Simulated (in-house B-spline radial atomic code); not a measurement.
Configurations of neutral potassium, with energies counted from [Ar] 4s1. Method: non-relativistic BHandHLYP, spin-polarised, spherical fractional occupations, exact exchange averaged over the configuration, point nucleus. Calculated with a B-spline radial code for spherical atoms. Shells without spins written out take the highest spin.

Occupations are held fixed; configurations that lie above the ionisation limit could autoionise.

| configuration | E - E(ref) (eV) | highest orbital | its <r> (bohr) |
| --- | --- | --- | --- |
| [Ar] 4f1 | 3.4711 | 4f up | 17.57 |
| [Ar] 5d1 | 3.6079 | 5d up | 25.96 |
| [Ne] 3s2 3p5 4s2 | 18.854 | 4s down | 4.268 |
| [Ne] 3s2 3p5 4s1 4p1 | 20.541 | 4p up | 5.174 |
| [Ne] 3s1 3p6 4s1 5p1 | 41.9 | 5p up | 12.75 |

**Question.** Order these further configurations by energy, lowest first.
A. [He] 2s2 2p5 3s2 3p6 3d1 4s1
B. [Ar] 5f1
C. [Ne] 3s2 3p5 3d1 4s1
D. [Ar] 5s1
E. [He] 2s2 2p5 3s2 3p6 4s1 5d1

**Answer.** D (2.487 eV), B (3.7455 eV), C (20.453 eV), A (296.75 eV), E (300.41 eV).

**Question.** How far above the reference does [Ne] 3s1 3p6 4s1 4f1 lie?

**Answer.** 42.592 eV; its least bound orbital is 4f up with <r> = 17.52 bohr.
